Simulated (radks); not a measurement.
Problem. Valence configurations of the bromine ion Br2+ (all share [Ar]). Method: scalar-relativistic Kohn-Sham, PBEsol, spin-polarised, spherical densities, point nucleus; open shells are filled with parallel spins first; computed with a radial shooting solver on a logarithmic mesh with Libxc functionals. Order these by energy: 3d10 4p5; 3d8 4s2 4p5; 3d10 4s1 4p4; 3d8 4s1.5 4p5.5; 3d10 4s2 4p3; 3d9 4s0.5 4p5.5; 3d9 4s2 4p4; 3d10 4s1.5 4p3.5; 3d9.5 4s2 4p3.5.

Solution. From the lowest, in eV above it: 3d10 4s2 4p3 0.000; 3d10 4s1.5 4p3.5 6.827; 3d10 4s1 4p4 13.655; 3d10 4p5 29.618; 3d9.5 4s2 4p3.5 33.218; 3d9 4s2 4p4 68.802; 3d9 4s0.5 4p5.5 91.377; 3d8 4s2 4p5 147.38; 3d8 4s1.5 4p5.5 154.96. NIST lists [Ar] 3d10 4s2 4p3 as the ground configuration; this level of theory agrees among the configurations tried. The energies are those of spherical high-spin densities, not of single terms.
